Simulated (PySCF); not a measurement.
Ionisation energy of V by level of theory

V [Ar] 3d3 4s2 (4F) → V+ [Ar] 3d4 (5D), as a difference of total energies. Calculation: PySCF 2.14, in cc-pVDZ (6s5p3d1f, 43 functions); the non-relativistic Hamiltonian (point nucleus). Correlated levels: valence: [Ar] frozen. The calculations carry no spin-orbit coupling.

| method | ionisation energy (eV) | difference from reference (eV) |
| --- | --- | --- |
| UHF | 5.901 | -0.831 |
| LDA | 6.208 | -0.524 |
| MP2 (valence) | 6.210 | -0.522 |
| SCS-MP2 (valence) | 6.677 | -0.055 |

Reference: 6.732 eV (measured; NIST levels, between the centres of gravity of the two terms).

These non-relativistic numbers lack the scalar-relativistic shift.

Errors of the correlated levels include the incompleteness of this basis and the frozen core.
